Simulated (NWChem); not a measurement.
A series in which one site is exchanged, each optimised at PBE0/def2-SVP with NWChem, gas phase unless a solvent is named. Some are not confirmed as minima by frequencies. def2 effective core potentials on Cd, I; no spin-orbit coupling.

A: [F][CdH] (CdHF; site = H)
B: [F][Cd][F] (CdF2; site = F)
C: [F][Cd][Br] (CdBrF; site = Br)
D: [F][Cd][I] (CdIF; site = I)

**Question.** Rank them by dipole (D), PBE0/def2-SVP, lowest first.

**Answer.** B (0.00), C (0.56), D (0.97), A (2.23)
